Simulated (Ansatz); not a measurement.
Worked example: InHF2 + AlHF → InHF + AlHF2

Species: InHF2 `[F][InH][F]`, singlet; AlHF `[F][AlH]`, doublet; InHF `[F][InH]`, doublet; AlHF2 `[F][AlH][F]`, singlet. A radical takes F: the energy is the difference in strength between the In–F bond broken and the Al–F bond made.

Shapes, held fixed at every level: PBE0-D4/def2-TZVP. Programs: Ansatz 0.2.0. The zero-point and thermal change to 298 K, harmonic and unscaled (PBE0-D4/def2-TZVP), is +1.1 kJ/mol.

At CCSD(T)/def2-TZVPP; 1 Eh = 2625.50 kJ/mol:

```
species  energy (Eh)
  InHF2  -389.616348
   AlHF  -342.357961
   InHF  -289.815136
  AlHF2  -442.234167
```

Work out ΔH(298 K) of the reaction at this level.


1. Products less reactants: (-289.815136) + (-442.234167) − [(-389.616348) + (-342.357961)] = -0.074994 Eh = -196.9 kJ/mol.
2. With the thermal change: -196.9 + (+1.1) = -195.8 kJ/mol.

Other levels give -199.3 (B3LYP-D4/def2-TZVPP) to -182.9 kJ/mol (PBE-D4/def2-TZVPP). No measured value is set beside it here. Open shells run unrestricted. For atoms past krypton def2 sets carry core potentials with scalar relativity. Outer-core shells of In are correlated in most correlated rows, in sets that cover them unevenly.
